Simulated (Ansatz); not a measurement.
The same atomization along the group O, S, Se, Te.

Gas-phase electronic energies from Ansatz, PBE0-D4/def2-TZVP geometries. CCSD(T)/CBS is the MP2 limit (def2-TZVPP, def2-QZVPP) plus CCSD(T) − MP2 in def2-TZVPP, frozen cores. This one scheme is used for every species, atoms too. For atomizations the MP2-based limit and the directly extrapolated one differ by several kJ/mol either way, and by 10 to 25 for some Ge, Se and Sn compounds, so smaller differences from it don't rank the levels. Functionals use def2-TZVPP. Open shells (•) are unrestricted, without spin–orbit coupling. Spin–orbit coupling would lower the free atoms: a little for C, O, S, Si; clearly for Se; strongly for Te. Elements past krypton have def2 core potentials. For Se, Te outer-core shells are correlated without core-valence functions, so the limit isn't a true one: a few kJ/mol of doubt a bond, and 10 to 20 or more in all where bonds break to atoms. Scalar relativity is left out up to krypton. One conformer a species, not always the lowest.

```csv
reaction,PBE0-D4 (kJ/mol),PBE-D4 (kJ/mol),HF/CBS(def2) (kJ/mol),CCSD(T)/CBS(def2) (kJ/mol)
`N[SiH2]CO` → C• + 7 H• + N• + O• + Si•,3807,3877,2710,3835
`N[SiH2]CS` → C• + 7 H• + N• + S• + Si•,3670,3717,2645,3686
`N[SiH2]C[SeH]` → C• + 7 H• + N• + Se• + Si•,3598,3646,2579,3624
`N[SiH2]C[TeH]` → C• + 7 H• + N• + Te• + Si•,3521,3571,2513,3559
```

Largest T1 diagnostic: 0.012, for Si•.
